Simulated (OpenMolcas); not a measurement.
**Ne4+: effect of the basis set**

- Program: OpenMolcas
- Method: RASSCF
- Active space: 4 electrons in 9 orbitals (RAS2 2s 2p; RAS3 3d, at most 2 electrons)
- State averaging: 2S+1 = 3 even, 3 roots; 2S+1 = 1 even, 6 roots; 2S+1 = 5 odd, 1 root; 2S+1 = 3 odd, 9 roots; 2S+1 = 1 odd, 8 roots
- Spin-orbit coupling: RASSI with atomic mean-field integrals over the reference wave functions, term energies averaged over their components

A. ANO-RCC-VTZP [4s3p2d1f], DKH2, point nucleus; cost about 26 core-seconds
B. ANO-R2 [4s4p2d1f], X2C, finite nucleus; cost of the order of 50 core-seconds
C. ANO-RCC-VQZP [5s4p3d2f1g], DKH2, point nucleus; cost roughly 28 core-seconds
D. ANO-RCC [8s7p4d3f2g], DKH2, point nucleus; cost of the order of 30 core-seconds

Energies in cm⁻¹ above 2s² 2p² ³P₀, the measured ground level; measured values from NIST levels in Podobedova, Fuhr, Reader and Wiese, J. Phys. Chem. Ref. Data 33, 525 (2004).

| Level | A | B | C | D | Measured |
| --- | --- | --- | --- | --- | --- |
| 2s² 2p² ³P₀ | 0.0 | 0.0 | 0.0 | 0.0 | 0.0 |
| 2s² 2p² ³P₁ | 398 | 387 | 389 | 392 | 412 |
| 2s² 2p² ³P₂ | 1150 | 1118 | 1124 | 1132 | 1110 |
| 2s² 2p² ¹D₂ | 32214 | 32412 | 32422 | 32413 | 30292 |
| 2s² 2p² ¹S₀ | 67093 | 67394 | 67484 | 67456 | 63914 |
| 2s 2p³ ⁵S°₂ | 85637 | 84681 | 85060 | 84963 |  |
| 2s 2p³ ³D°₂ | 178325 | 178005 | 178395 | 178260 | 175905 |
| 2s 2p³ ³D°₁ | 178326 | 178005 | 178396 | 178261 | 175927 |
| 2s 2p³ ³D°₃ | 178339 | 178018 | 178409 | 178274 | 175834 |
| 2s 2p³ ³P°₀ | 212566 | 212435 | 212832 | 212692 | 208193 |
| 2s 2p³ ³P°₁ | 212571 | 212440 | 212836 | 212696 |  |
| 2s 2p³ ³P°₂ | 212580 | 212448 | 212844 | 212705 |  |
| 2s 2p³ ¹D°₂ | 276597 | 276576 | 276998 | 276847 | 270564 |
| 2s 2p³ ³S°₁ | 285505 | 285503 | 285957 | 285809 |  |
| 2s 2p³ ¹P°₁ | 312184 | 312268 | 312704 | 312556 |  |

Deviations, from unrounded energies. A percentage is the sum of absolute deviations over the sum of measured energies, with the sign that they share, or ± where signs differ.

```
                        Against measurement  Levels     A     B     C     D
             mean absolute deviation (cm-1)       9  2500  2500  2700  2600
      fine structure of the ground term (%)       2  ±3.5  ±2.2  ±2.4  ±2.8
other terms of the ground configuration (%)       2  +5.4  +5.9  +6.1  +6.0
                   other configurations (%)       5  +1.8  +1.7  +1.8  +1.8
```

A, B lie about equally close to measurement and C furthest from it. The largest miss of B in the table is 2s 2p³ ¹D°₂, by +6000 cm-1. The ranking rests on the paired levels alone, and a cruder setting can come out closer through cancelling errors.

Among A to D the level of the table that moves most is 2s 2p³ ⁵S°₂, by 960 cm-1 (lowest in B, highest in A).

Active for correlation alone: 3d; no level in the range computed is led by a configuration that fills it, so any true level of that kind is missing. Measured partners are found by configuration, term and J. A level has none where our copy of the source lacks it or the pairing is in doubt (some pairs that miss far off the trend of their configuration count as doubtful), and it then counts in no deviation. Only configurations of the active space appear.

° marks odd parity.
